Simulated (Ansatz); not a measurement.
Single points on AsP3SOO nortricyclane (AsP3SO2).

```yaml
crystal:
  periodic: [false, false, false]
  atoms:
    - {symbol: As, position_ang: [-0.204130, -1.634442, 0.151859]}
    - {symbol: S, position_ang: [-1.991247, -0.284772, -0.136631]}
    - {symbol: P, position_ang: [-0.931405, 1.531045, -0.235875]}
    - {symbol: P, position_ang: [1.006851, 0.794409, -1.153037]}
    - {symbol: O, position_ang: [0.758520, -0.850565, -1.158491]}
    - {symbol: P, position_ang: [0.817566, 1.028943, 1.116785]}
    - {symbol: O, position_ang: [0.543845, -0.584618, 1.415391]}
basis:
  gaussian: {orbitals: 6-31G}
hamiltonian: {xc: {name: B3LYP}, dispersion: d4}
scf: {omitted_lower_state_checks: [starts]}
output: {orbitals: {seedname: orbitals}}
```

The file start.molden holds the orbitals of an earlier run on this structure, at another level or in another basis.

```sh
$ ansatz run in.yaml --threads 2 --pin off --events-out ev --progress --plain --max-ram 32768MiB --backend cpu
```

Shortened log:

```
Functional definition: B3LYP
967 factors; integrals over basis functions are off by at most 1.7e-4 eV
mean field evaluation 1: about -103616.5479 eV, gradient 6.5e1 eV
mean field evaluation 2: about -103574.6179 eV, gradient 1.6e2 eV
mean field evaluation 4: about -103623.8499 eV, gradient 1.3e1 eV
mean field evaluation 8: about -103624.5492 eV, gradient 2.2e-1 eV
mean field evaluation 16: about -103624.5494 eV, gradient 1.0e-4 eV
mean field -103624.54939113 eV, -3808.1319508816 hartree, gradient 3.9e-5 eV, S^2 0.000000; 0 other end points of the search recorded, 0 dependent functions left out
reference -103624.54964321 eV, -3808.1319601455 hartree; 55, 55 occupied and 44, 44 virtual orbitals, 967 factors
Total energy: -103625.47384122 eV, -3808.1659237960 hartree
Checks for a lower state left out: starts
```

Run time 3.8 s (2 threads of AMD EPYC 7R13 on a shared host).

The first input with `gaussian: {orbitals: def2-TZVP, initial_orbitals: start.molden}`, `hamiltonian: {xc: r2scan, dispersion: d4}` (abridged; 14 s):

```
Functional definition: r2SCAN
mean field -103638.82521962 eV, -3808.6565779023 hartree, gradient 1.9e-5 eV, S^2 0.000000
Total energy: -103638.93933110 eV, -3808.6607714217 hartree
Checks for a lower state left out: starts
```

As the first input, with `hamiltonian: {xc: hf}` (abridged; 1.9 s):

```
Functional definition: HF
mean field -103486.66209032 eV, -3803.0646860403 hartree, gradient 4.4e-5 eV, S^2 0.000000
Total energy: -103486.66209032 eV, -3803.0646860403 hartree
Checks for a lower state left out: starts
```

As the first input, with `gaussian: {orbitals: def2-TZVP, initial_orbitals: start.molden}`, `hamiltonian: {xc: pbe, dispersion: d4}`, `output: {forces: true, orbitals: {seedname: orbitals}}` (abridged; 9 s):

```
Functional definition: PBE
mean field -103613.51243517 eV, -3807.7263502313 hartree, gradient 1.4e-5 eV, S^2 0.000000
Total energy: -103614.06584775 eV, -3807.7466877684 hartree
Atom 0 force    -0.368361    -0.370643     0.007430 eV/Å
Atom 1 force    -0.142519     0.186645    -0.031209 eV/Å
Atom 2 force    -0.089885     0.014593    -0.008979 eV/Å
Atom 3 force    -0.092170    -0.062388    -0.017707 eV/Å
Atom 4 force     0.443086     0.084363    -0.572547 eV/Å
Atom 5 force    -0.095006    -0.059161     0.014636 eV/Å
Atom 6 force     0.344854     0.206591     0.608376 eV/Å
Dipole moment:    -0.001270    -0.134831     0.013828 e Å
Checks for a lower state left out: starts
```

As the first input, with `gaussian: {orbitals: def2-TZVP, initial_orbitals: start.molden}`, `correlation: {method: mp2}` and without the key `hamiltonian` (abridged; 18 s):

```
Functional definition: HF
mean field -103509.01128769 eV, -3803.8860038947 hartree, gradient 2.1e-6 eV, S^2 0.000000
31 core orbitals not correlated: weight in the atoms' cores, before any rotation towards them, 1.000 or more for the frozen orbitals, at most 0.000 for the correlated occupied ones
second order -35.99106610 eV of doubles, -0.00000000 eV of singles
Total energy: -103545.00235379 eV, -3805.2086511784 hartree
Checks for a lower state left out: starts
```

As the first input, with `gaussian: {orbitals: def2-TZVP, initial_orbitals: start.molden}`, `hamiltonian: {xc: pbe}`, `correlation: {method: rpa}` and without the key `output` (abridged; 15 s):

```
Functional definition: PBE
mean field -103613.51242468 eV, -3807.7263498459 hartree, gradient 2.3e-6 eV, S^2 0.000000
31 core orbitals not correlated: weight in the atoms' cores, before any rotation towards them, 1.000 or more for the frozen orbitals, at most 0.000 for the correlated occupied ones
Total energy: -103561.36086658 eV, -3805.8098154352 hartree
Checks for a lower state left out: starts
```

Geometry: PBE0-D4/def2-SVP.

The 6-31G sets use Cartesian d functions. B3LYP takes the VWN-RPA correlation. Correlated methods freeze 31 core orbitals; core or outer-core shells of As are correlated, in sets that lack core-valence functions.
